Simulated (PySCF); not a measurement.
Some computed properties have been withheld. Give your best values.

C6H13O (doublet state).
SMILES with atom numbers: `[CH3:1][C:2]([CH3:3])[O:4][CH:5]([CH3:6])[CH3:7]` (hydrogens: H8, H9, H10 on C1; H11, H12, H13 on C3; H14 on C5; H15, H16, H17 on C6; H18, H19, H20 on C7)

Structure used (PBE0-D3(BJ)/def2-SVP), in Å, numbered top down from 1:
```
atom  x, y, z in Å
C1     1.6162   -0.6980    1.0426
C2     1.2240   -0.0640   -0.2494
C3     2.2596    0.5096   -1.1482
O4     0.0545    0.6358   -0.3217
C5    -1.1057    0.1219    0.3098
C6    -1.5777   -1.1474   -0.3795
C7    -2.1371    1.2304    0.2700
H8     1.7466    0.0524    1.8515
H9     0.8846   -1.4371    1.4074
H10    2.5765   -1.2197    0.9242
H11    3.0957   -0.1912   -1.2895
H12    1.8244    0.7441   -2.1313
H13    2.6829    1.4550   -0.7477
H14   -0.8761   -0.1059    1.3682
H15   -1.8220   -0.9358   -1.4321
H16   -0.7938   -1.9191   -0.3631
H17   -2.4744   -1.5513    0.1142
H18   -3.0625    0.9211    0.7773
H19   -2.3775    1.4879   -0.7730
H20   -1.7486    2.1325    0.7641
```

```csv
property,level,value
point group,PBE0-D3(BJ)/def2-SVP,?
"rotational constants A, B, C",PBE0-D3(BJ)/def2-SVP,"4.198, 1.590, 1.451 GHz"
dipole moment,PBE0-D3(BJ)/def2-SVP,1.09 D
isotropic g value,"unrestricted B3LYP/IGLO-III on C O, pcH-1 on H, mean-field spin–orbit",?
spin squared ⟨S²⟩,"unrestricted B3LYP/IGLO-III on C O, pcH-1 on H",0.754
largest isotropic hyperfine couplings (means over sets of like nuclei),"unrestricted B3LYP/IGLO-III on C O, pcH-1 on H",?
```

The electronic properties come from PySCF, for the isolated species, density fitting. Couplings of like nuclei are plain means over topologically equivalent atoms, as if these changed places fast (by rotation of a methyl-like group, say); in this geometry the members of some sets differ.

**Question.** Give the isotropic g value.

**Answer.** 2.00312.

**Question.** Give the point group.

**Answer.** C1.

**Question.** Give the largest isotropic hyperfine couplings (means over sets of like nuclei).

**Answer.** 13C +160.1 (C2), 1H +56.9 (H8/H9/H10/H11/H12/H13), 17O -13.7 (O4), 13C -11.1 (C1/C3), 1H +4.3 (H14) MHz.

A dipole of 1.09 D is allowed in C1, and pure rotational transitions are dipole-allowed. g_iso is shifted by about +810 ppm from the free-electron value 2.002319. With B = h/(8π²I), that is 505.379 GHz u Å² over I, the principal moments of inertia are 120.4, 317.8 and 348.4 u Å² (most abundant isotopes). ⟨S²⟩ is 0.004 above the pure-spin value S(S + 1) = 0.75. The rotational constants make it an asymmetric top with κ = (2B − A − C)/(A − C) = -0.90, nearer the prolate limit (−1).

One conformer stands for the species.
